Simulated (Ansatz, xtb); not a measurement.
Relaxing a trial structure of C2H5BO2

The starting geometry of this gas-phase singlet was built from a drawn formula by distance geometry and a force field; its bonds are those of `BCOC=O`.

```xyz
10

C     0.6777   -0.4164    0.2735
C     0.1924    0.8159    2.3406
B     0.8321   -0.1514   -1.2895
O     0.4310    0.8095    0.9352
O     0.2989   -0.1994    3.0274
H     0.1359   -0.6954   -2.0725
H     1.6844    0.5703   -1.6594
H     1.6574   -0.8953    0.6291
H    -0.1674   -1.1413    0.4153
H    -0.0305    1.7687    2.7891
```

Where would you expect an optimisation with r2SCAN-D4/def2-SVP to take it?

It keeps its bonds, and is `BCOC=O`.

The energy falls by 0.61 eV over 16 steps:

```json
{"step": "1", "E − E(last) (eV)": "0.612"}
{"step": "3", "E − E(last) (eV)": "0.199"}
{"step": "4", "E − E(last) (eV)": "0.081"}
{"step": "6", "E − E(last) (eV)": "0.022"}
{"step": "8", "E − E(last) (eV)": "0.001"}
{"step": "9", "E − E(last) (eV)": "0.000"}
{"step": "11", "E − E(last) (eV)": "0.000"}
{"step": "13", "E − E(last) (eV)": "0.000"}
{"step": "14", "E − E(last) (eV)": "0.000"}
{"step": "16", "E − E(last) (eV)": "0.000"}
```

Final geometry (Å):

```xyz
10

C     0.5848   -0.3466    0.2506
C     0.3277    0.7402    2.3214
B     0.8618   -0.1393   -1.2598
O     0.5558    0.8768    1.0089
O     0.1507   -0.3010    2.8962
H     0.8975   -1.1269   -1.9534
H     1.0372    0.9518   -1.7404
H     1.3359   -1.0393    0.6826
H    -0.3680   -0.8979    0.3896
H     0.3286    1.7472    2.7930
```

From the same start GFN2-xTB ends elsewhere, differing in B3–O5 (1.59 against 4.22 Å here).

The end wasn't checked by frequencies. Run with Ansatz 0.2.0, 35 s on 2 threads of Arm Neoverse V1, on a shared host.
